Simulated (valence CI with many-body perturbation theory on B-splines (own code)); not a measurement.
## Hyperfine factors and g values of Re⁴³⁺

Calculated by relativistic CI+MBPT: four valence electrons over a frozen Dirac-Fock core [Ar] 3d10, a basis of 11 s, 11 p, 10 d, 8 f, 5 g, 2 h functions for each j, with the one-electron correlation potential Σ1, the two-electron term Σ2, the three-electron term Σ3, Breit, model QED; selected CI, second order for the rest, scaled by the run's own slope (own B-spline code, finite nucleus).

No measured spectrum was set against this ion. As an estimate, large intervals hold to a few tenths of a per cent, small ones and those within an open d or f shell to about a per cent. Among the levels kept, up to 430 cm⁻¹ of a level comes from second order outside the variational space, and about a tenth of that is noise between levels of different J, which matters for small intervals.

A/g_I is the dipole constant over the nuclear g factor μ/I (μ in nuclear magnetons, uniformly magnetised nucleus), B/Q the quadrupole constant per barn. Both hold the static response of the core; the bare values leave it out. Large factors of s and p1/2 electrons are usually good to 5 to 10 %; those of open d and f shells near neutrality can be off by tens of per cent, and small factors of p3/2, d and f electrons come from cancelling terms and can be off by a factor of two or in sign, in half-filled shells by more. B is blank for J = 1/2, where it vanishes, and for nearly pure S terms. Energies count from the lowest level. Levels with J = 0 are left out.

Levels are named by their leading jj configuration (3d3/2^4 stands for four electrons in 3d with j = 3/2), which in mixed levels can hold well under half, so a name can repeat and another be missing. Letters in brackets count levels of one name in rising energy.

| Level | E (× 10³ cm⁻¹) | g | A/g_I (MHz) | A/g_I bare | B/Q (MHz/b) | B/Q bare |
| --- | --- | --- | --- | --- | --- | --- |
| (4s^2 4p1/2 4p3/2) J=1 | 795.87 | 1.497 | -58800 | -57600 | 61900 | 59900 |
| (4s^2 4p1/2 4p3/2) J=2 | 831.16 | 1.176 | 181000 | 175000 | 110000 | 106000 |
| (4s 4p1/2^2 4p3/2) J=2 | 1591.7 | 1.564 | 455000 | 441000 | 111000 | 108000 |
| (4s^2 4p3/2^2) J=2 | 1653.8 | 1.314 | 62800 | 60500 | 13800 | 13300 |
| (4s 4p1/2^2 4p3/2) J=1 | 1712.4 | 1.064 | -325000 | -314000 | 79900 | 77400 |
| (4s^2 4p1/2 4d3/2) J=2 | 2059.4 | 0.763 | 156000 | 152000 | 23400 | 23100 |
| (4s^2 4p1/2 4d3/2) J=1 | 2209.6 | 0.864 | -116000 | -111000 | 8560 | 8510 |
| (4s^2 4p1/2 4d5/2) J=2 | 2271.3 | 1.417 | 84700 | 82500 | 8120 | 8040 |
| (4s^2 4p1/2 4d5/2) J=3 | 2298.7 | 1.156 | 148000 | 144000 | 434 | 765 |
| (4s 4p1/2 4p3/2^2) J=2 [a] | 2406.8 | 1.401 | 151000 | 146000 | 48300 | 46900 |
| (4s 4p1/2 4p3/2^2) J=3 | 2452.9 | 1.280 | 355000 | 344000 | 21900 | 21300 |
| (4s 4p1/2 4p3/2^2) J=1 [a] | 2541.8 | 1.279 | 533000 | 516000 | -93200 | -90200 |
| (4s 4p1/2 4p3/2^2) J=2 [b] | 2562.5 | 1.095 | 12500 | 12200 | -18200 | -17700 |
| (4s 4p1/2 4p3/2^2) J=1 [b] | 2575.0 | 1.360 | 89500 | 86700 | 56400 | 54700 |
| (4s 4p1/2^2 4d3/2) J=1 | 2865.4 | 0.419 | -371000 | -359000 | 10500 | 10400 |
| (4s 4p1/2^2 4d3/2) J=2 | 2892.8 | 1.158 | 405000 | 392000 | 19500 | 19300 |
| (4s^2 4p3/2 4d3/2) J=2 | 2986.7 | 1.049 | 36000 | 35100 | -6100 | -5880 |
| (4s^2 4p3/2 4d3/2) J=1 | 2998.2 | 1.127 | 47100 | 45900 | -54400 | -52800 |
| (4s^2 4p3/2 4d3/2) J=3 | 3005.9 | 1.115 | 50100 | 48900 | 119000 | 116000 |
| (4s^2 4p3/2 4d5/2) J=4 | 3081.5 | 1.246 | 30700 | 30100 | 150000 | 145000 |
| (4s^2 4p3/2 4d5/2) J=2 | 3093.4 | 1.286 | 90400 | 88000 | -87200 | -84400 |
| (4s 4p1/2^2 4d5/2) J=3 | 3093.5 | 1.359 | 279000 | 271000 | 18700 | 18500 |
| (4s 4p1/2^2 4d5/2) J=2 | 3148.0 | 1.061 | -208000 | -200000 | -2020 | -1620 |
| (4s^2 4p3/2 4d5/2) J=3 | 3233.0 | 1.180 | 33900 | 33200 | 12500 | 12500 |
| (4s^2 4p3/2 4d5/2) J=1 | 3247.5 | 1.106 | -37900 | -35300 | 14000 | 13700 |
| (4s 4p3/2^3) J=2 | 3357.4 | 1.390 | 397000 | 384000 | -118000 | -114000 |
| (4p1/2^2 4p3/2^2) J=2 | 3369.9 | 1.249 | 41900 | 41000 | 30500 | 29600 |
| (4s 4p3/2^3) J=1 | 3465.3 | 1.167 | -311000 | -301000 | -39300 | -38000 |
| (4s 4p1/2 4p3/2 4d3/2) J=1 [a] | 3595.5 | 1.171 | 193000 | 188000 | -59400 | -57700 |
| (4s 4p1/2 4p3/2 4d3/2) J=2 [a] | 3598.8 | 1.096 | 137000 | 133000 | -30700 | -29700 |
| (4s 4p1/2 4p3/2 4d3/2) J=3 [a] | 3611.8 | 1.093 | 175000 | 170000 | 47900 | 46500 |
| (4s^2 4p1/2 4f5/2) J=3 | 3658.4 | 0.907 | 143000 | 139000 | 5180 | 4740 |
| (4s 4p1/2 4p3/2 4d3/2) J=4 | 3665.7 | 1.169 | 267000 | 259000 | 89600 | 87000 |
| (4s^2 4p1/2 4f5/2) J=2 | 3704.1 | 0.907 | 13800 | 14100 | -24000 | -23400 |

Task: Take the isotope of mass number 185, with I = 5/2, μ = 3.176 μN and Q = 2.07 b. What is the hyperfine structure of (4s^2 4p1/2 4d3/2) J=2?

Result: From the table A = 198000 MHz, B = 48400 MHz. Shifts from the centre of gravity in MHz: F = 1/2: -1350000, F = 3/2: -1080000, F = 5/2: -606000, F = 7/2: 78400, F = 9/2: 1000000.
